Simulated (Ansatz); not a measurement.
C₂H₆BFN₂, SMILES `NC1NCB1F`, relaxed with RKS PBE-D4/def2-SVP in Ansatz from a rough embedded geometry. The force threshold is 0.03 eV/Å; the program also tests the step.

Charge 0, multiplicity 1.

Start:

```xyz
12

N     1.004   -1.370   -0.755
C    -0.071   -0.710    0.010
N     0.499    0.278    0.901
C    -0.227    1.307    0.314
B    -0.918    0.372   -0.824
F    -2.257    0.334   -1.426
H     1.629   -0.630   -1.121
H     1.487   -1.988   -0.141
H    -0.738   -1.507    0.518
H     0.060    0.097    1.871
H    -0.952    1.817    0.882
H     0.486    1.999   -0.230
```

```json
{"step": "1", "energy (eV)": "-8527.3420", "largest force (eV/Å)": "4.975", "largest move (Å)": "0.000"}
{"step": "2", "energy (eV)": "-8528.7088", "largest force (eV/Å)": "2.347", "largest move (Å)": "0.194"}
{"step": "3", "energy (eV)": "-8528.9379", "largest force (eV/Å)": "1.330", "largest move (Å)": "0.084"}
{"step": "4 (rejected)", "energy (eV)": "-8528.8577", "largest force (eV/Å)": "1.000", "largest move (Å)": "0.165"}
{"step": "5", "energy (eV)": "-8529.0055", "largest force (eV/Å)": "0.157", "largest move (Å)": "0.074"}
{"step": "6", "energy (eV)": "-8529.0071", "largest force (eV/Å)": "0.035", "largest move (Å)": "0.010"}
{"step": "7", "energy (eV)": "-8529.0075", "largest force (eV/Å)": "0.024", "largest move (Å)": "0.007"}
```

End:

```xyz
12

N     0.973   -1.497   -0.785
C    -0.052   -0.814   -0.039
N     0.380    0.275    0.924
C    -0.289    1.450    0.266
B    -0.934    0.354   -0.676
F    -2.049    0.338   -1.400
H     1.583   -0.814   -1.252
H     1.584   -2.028   -0.149
H    -0.684   -1.590    0.459
H     0.078    0.122    1.893
H    -1.024    2.008    0.891
H     0.434    2.195   -0.132
```

Run time 12 s (4 threads of a server CPU on a shared host); peak host memory 0.16 GiB.
